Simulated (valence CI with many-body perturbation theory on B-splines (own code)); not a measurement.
## Energy levels of Er36+

Level of theory: relativistic CI+MBPT: four valence electrons over a frozen Dirac-Fock core [Ar] 3d10, a basis of 11 s, 11 p, 9 d, 7 f, 5 g, 2 h, 1 i functions for each j, with the one-electron correlation potential Σ1 (screened to all orders), the two-electron term Σ2, the three-electron term Σ3, Breit, model QED; selected single and double excitations, second order for the rest (own B-spline code, finite nucleus).

The last digits are not significant, and no measured levels were compared; by estimate large intervals hold to a few tenths of a per cent, small ones and those within an open d or f shell to about a per cent.

Levels 1 to 45 of 69, with energies above the lowest level, (4s^2 4p1/2^2) J=0. "Leading %" is the weight of the configuration and term that name the level; weights of strongly mixed levels are sums over their largest components and can fall short. In the jj column 3d3/2^4 stands for four electrons in 3d with j = 3/2. Lifetimes count E1, E2, E3, M1 and M2 decay at the calculated energies, and are blank where another channel may lead or the interval is too uncertain; long ones can be off by a factor of two.

| No. | Configuration | Term | J | E (cm⁻¹) | Leading % | g | Lifetime | Leading jj |
| --- | --- | --- | --- | --- | --- | --- | --- | --- |
| 1 | 4s2 4p2 | 3P | 0 | 0 | 71 |  |  | 4s^2 4p1/2^2 (99 %) |
| 2 | 4s2 4p2 | 3P | 1 | 458180 | 99 | 1.498 | 816 ns | 4s^2 4p1/2 4p3/2 (99 %) |
| 3 | 4s2 4p2 | 1D | 2 | 488480 | 62 | 1.185 | 41.1 μs | 4s^2 4p1/2 4p3/2 (99 %) |
| 4 | 4s2 4p2 | 3P | 2 | 969510 | 61 | 1.308 | 450 ns | 4s^2 4p3/2^2 (98 %) |
| 5 | 4s2 4p2 | 1S | 0 | 1035900 | 71 |  | 331 ns | 4s^2 4p3/2^2 (98 %) |
| 6 | 4s 4p3 | 3P° | 2 | 1112700 | 42 | 1.601 | 65.4 ps | 4s 4p1/2^2 4p3/2 (95 %) |
| 7 | 4s 4p3 | 3D° | 1 | 1216800 | 40 | 1.027 | 5.21 ps | 4s 4p1/2^2 4p3/2 (92 %) |
| 8 | 4s2 4p 4d | 3F° | 2 | 1520600 | 65 | 0.810 | 694 ps | 4s^2 4p1/2 4d3/2 (88 %) |
| 9 | 4s 4p3 | 5S° | 2 | 1531400 | 43 | 1.513 | 107 ps | 4s 4p1/2 4p3/2^2 (82 %) |
| 10 | 4s 4p3 | 3D° | 3 | 1589700 | 82 | 1.308 | 112 ps | 4s 4p1/2 4p3/2^2 (82 %) |
| 11 | 4s2 4p 4d | 3D° | 1 | 1639100 | 45 | 0.997 | 1.18 ps | 4s^2 4p1/2 4d3/2 (71 %) |
| 12 | 4s 4p3 | 3P° | 0 | 1660400 | 96 |  | 7.49 ps | 4s 4p1/2 4p3/2^2 (96 %) |
| 13 | 4s 4p3 | 3D° | 2 | 1706300 | 23 | 1.111 | 3.62 ps | 4s^2 4p1/2 4d5/2 (46 %) |
| 14 | 4s 4p3 | 3P° | 1 | 1711900 | 51 | 1.240 | 3.26 ps | 4s 4p1/2 4p3/2^2 (83 %) |
| 15 | 4s2 4p 4d | 3F° | 3 | 1720500 | 58 | 1.130 | 4.47 ps | 4s^2 4p1/2 4d5/2 (79 %) |
| 16 | 4s 4p3 | 1D° | 2 | 1748900 | 41 | 1.231 | 1.97 ps | 4s 4p1/2 4p3/2^2 (49 %) |
| 17 | 4s 4p3 | 3S° | 1 | 1749300 | 38 | 1.283 | 1.61 ps | 4s 4p1/2 4p3/2^2 (83 %) |
| 18 | 4s 4p3 | 3P° | 2 | 2076000 | 29 | 1.377 | 10.8 ps | 4s 4p3/2^3 (55 %) |
| 19 | 4s2 4p 4d | 3P° | 1 | 2097200 | 48 | 1.143 | 1.38 ps | 4s^2 4p3/2 4d3/2 (84 %) |
| 20 | 4s2 4p 4d | 1D° | 2 | 2098000 | 38 | 1.020 | 1.26 ps | 4s^2 4p3/2 4d3/2 (80 %) |
| 21 | 4s2 4p 4d | 3P° | 0 | 2111700 | 95 |  | 1.39 ps | 4s^2 4p3/2 4d3/2 (95 %) |
| 22 | 4s2 4p 4d | 3F° | 3 | 2115900 | 35 | 1.142 | 1.34 ps | 4s^2 4p3/2 4d3/2 (85 %) |
| 23 | 4s2 4p 4d | 3F° | 4 | 2130300 | 99 | 1.247 | 959 ns | 4s^2 4p3/2 4d5/2 (99 %) |
| 24 | 4s 4p2 4d | 5F | 1 | 2187900 | 49 | 0.388 | 27.6 ps | 4s 4p1/2^2 4d3/2 (94 %) |
| 25 | 4s 4p2 4d | 5F | 2 | 2205900 | 25 | 1.183 | 34.9 ps | 4s 4p1/2^2 4d3/2 (86 %) |
| 26 | 4s2 4p 4d | 3P° | 1 | 2238400 | 26 | 1.278 | 2.26 ps | 4s^2 4p3/2 4d5/2 (47 %) |
| 27 | 4s2 4p 4d | 3P° | 2 | 2252900 | 28 | 1.311 | 1.74 ps | 4s^2 4p3/2 4d5/2 (53 %) |
| 28 | 4s2 4p 4d | 1F° | 3 | 2266200 | 51 | 1.157 | 1.62 ps | 4s^2 4p3/2 4d5/2 (88 %) |
| 29 | 4s2 4p 4d | 1P° | 1 | 2328300 | 42 | 1.008 | 1.37 ps | 4s^2 4p3/2 4d5/2 (50 %) |
| 30 | 4p4 | 3P | 2 | 2330800 | 35 | 1.232 | 6.14 ps | 4p1/2^2 4p3/2^2 (51 %) |
| 31 | 4s 4p2 4d | 3D | 3 | 2331500 | 26 | 1.369 | 6.45 ps | 4s 4p1/2^2 4d5/2 (91 %) |
| 32 | 4p4 | 1S | 0 | 2434400 | 52 |  | 3.40 ps | 4p1/2^2 4p3/2^2 (86 %) |
| 33 | 4s 4p2 4d | 3F | 2 | 2450900 | 25 | 1.046 | 2.75 ps | 4s 4p1/2^2 4d5/2 (47 %) |
| 34 | 4s 4p2 4d | 5D | 0 | 2593500 | 87 |  | 40.6 ps | 4s 4p1/2 4p3/2 4d3/2 (96 %) |
| 35 | 4s 4p2 4d | 5D | 1 | 2594400 | 57 | 1.200 | 39.9 ps | 4s 4p1/2 4p3/2 4d3/2 (96 %) |
| 36 | 4s 4p2 4d | 5F | 2 | 2599200 | 44 | 1.129 | 12.4 ps | 4s 4p1/2 4p3/2 4d3/2 (93 %) |
| 37 | 4s 4p2 4d | 5F | 3 | 2612700 | 48 | 1.165 | 28.1 ps | 4s 4p1/2 4p3/2 4d3/2 (90 %) |
| 38 | 4s 4p2 4d | 5F | 4 | 2656400 | 41 | 1.215 | 151 ps | 4s 4p1/2 4p3/2 4d3/2 (78 %) |
| 39 | 4s 4p2 4d | 5D | 4 | 2689000 | 53 | 1.399 | 361 ps | 4s 4p1/2 4p3/2 4d5/2 (94 %) |
| 40 | 4s 4p2 4d | 3F | 2 | 2708500 | 64 | 0.892 | 5.20 ps | 4s 4p1/2 4p3/2 4d3/2 (75 %) |
| 41 | 4s 4p2 4d | 3G | 3 | 2725700 | 32 | 0.998 | 4.43 ps | 4s 4p1/2 4p3/2 4d3/2 (78 %) |
| 42 | 4s 4p2 4d | 5P | 3 | 2727200 | 32 | 1.281 | 2.07 ps | 4s 4p1/2 4p3/2 4d3/2 (60 %) |
| 43 | 4s 4p2 4d | 5P | 2 | 2744300 | 41 | 1.477 | 1.42 ps | 4s 4p1/2 4p3/2 4d3/2 (71 %) |
| 44 | 4s 4p2 4d | 3P | 1 | 2747000 | 31 | 1.487 | 1.76 ps | 4s 4p1/2 4p3/2 4d3/2 (70 %) |
| 45 | 4s 4p2 4d | 5F | 5 | 2753500 | 50 | 1.296 | 105 ps | 4s 4p1/2 4p3/2 4d5/2 (96 %) |

Where two levels of one J and parity lie close, their mixing, g and order are uncertain.

The ionisation energy to 4s2 4p 2P°_1/2 of the next ion comes out as 1626.6 eV (NIST: 1625 ± 5 eV (theoretical)). All 69 levels together are meant to be complete up to 3063600 cm⁻¹.
